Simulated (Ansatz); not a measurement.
```yaml
crystal:
  periodic: [false, false, false]
  atoms:
    - {symbol: F, position_ang: [0.581305, -2.226498, -0.519464]}
    - {symbol: Zr, position_ang: [0.138327, -0.501671, 0.106271]}
    - {symbol: F, position_ang: [1.106786, -0.070987, 1.669597]}
    - {symbol: Se, position_ang: [-2.389522, -0.337861, 0.478893]}
    - {symbol: Se, position_ang: [0.637733, 1.262083, -1.694541]}
    - {symbol: H, position_ang: [-2.091638, 0.781633, 1.392082]}
    - {symbol: H, position_ang: [2.078209, 1.025402, -1.478438]}
basis:
  gaussian: {orbitals: STO-3G, fitting: {mean_field: cc-pVTZ-jkfit}}
hamiltonian: {xc: {name: wB97X-V}, pseudopotentials: {relativity: scalar}}
output: {forces: true}
```

```sh
$ ansatz run in.yaml --threads 4 --pin off --events-out ev --progress --plain --max-ram 11315MiB
```

It prints (some lines left out):

```
Functional definition: wB97X-V
Error: <dir> the basis set cc-pVTZ-JKFIT has no functions for Zr
```
